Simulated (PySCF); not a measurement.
# Broadened absorption spectrum of C7H5NSi

Species: C₇H₅NSi.
InChI=1S/C7H5NSi/c1-2-7-4-3-5-9(7)6-8/h1,3-5,9H/t9-/m1/s1

Method used: TDDFT CAM-B3LYP/def2-SVPD, vertical, gas phase, core orbitals frozen in the response (PySCF 2.14.0, density-fitted response routines). Geometry: GFN2-xTB; no solvent, vibrations or thermal averaging.

Computed states:

```tsv
state	E (eV)	f
S1	3.72	0.154
S2	4.36	0.0002
S3	5.45	0.0034
S4	5.91	0.0060
S5	5.95	0.019
S6	6.00	0.023
S7	6.36	0.0076
S8	6.38	0.0066
```

Broadening: Gaussians 0.3 eV wide at half height, area fixed by f = 4.319×10⁻⁹ ∫ε dν̃. The width is an assumption, not a result. The curve ends short of the highest state used, and states not computed would add to its high-energy end.

Problem. What does the envelope look like, and where are its maxima?

Solution. 
(E (eV), ε (L mol⁻¹ cm⁻¹)): (3.27, 27), (3.32, 100), (3.36, 255), (3.41, 715), (3.45, 1462), (3.50, 3112), (3.54, 5098), (3.59, 8223), (3.64, 11370), (3.68, 13189), (3.73, 13821), (3.77, 12842), (3.82, 10199), (3.86, 7592), (3.91, 4569), (3.95, 2725), (4.00, 1243), (4.05, 487), (4.09, 208), (4.14, 66), (4.18, 29), (4.23, 18), (4.27, 18), (4.32, 21), (4.36, 22), (4.41, 20), (4.46, 16), (4.50, 12), (4.55, 7), (4.59, 4), (4.64, 2), (4.68, 1), (4.73, 0), (4.78, 0), (4.82, 0), (4.87, 0), (4.91, 0), (4.96, 0), (5.00, 1), (5.05, 2), (5.09, 6), (5.14, 15), (5.19, 37), (5.23, 68), (5.28, 123), (5.32, 179), (5.37, 248), (5.41, 288), (5.46, 304), (5.51, 280), (5.55, 249), (5.60, 233), (5.64, 281), (5.69, 485), (5.73, 815), (5.78, 1471)

Maxima: 333 nm (3.72 eV), ε about 14000, made up of S1 (100%); 285 nm (4.36 eV), ε about 22, made up of S2 (100%); 227 nm (5.45 eV), ε about 300, made up of S3 (99%) (ε in L mol⁻¹ cm⁻¹; maxima over ε = 5, shares over 10%). At its high-energy end, 5.78 eV, the curve is still rising (ε about 1500, from S4, S5 and S6).

Problem. What would ε be at 3.72 eV, the highest of these maxima, with half the width (0.15 eV)?

Solution. About 27700 L mol⁻¹ cm⁻¹ against 13900, a factor of about 2.00; a lone state at its own centre would give exactly 2.

Problem. Coming from long wavelengths, where does ε first pass 100 L mol⁻¹ cm⁻¹?

Solution. At about 373 nm (3.32 eV), 0.40 eV below S1.

Problem. On this curve, what absorbance would a 10⁻⁵ mol/L sample give at 222 nm over a 1 cm path?

Solution. 222 nm is 5.585 eV, where ε is about 230 L mol⁻¹ cm⁻¹, so A = ε c l ≈ 0.0023 (Beer–Lambert, with the gas-phase spectrum and the assumed width).

The run took 1.8 min wall on one thread of an Arm Neoverse N1, no GPU, shared host, and the process peaked at 1.0 GiB of memory.
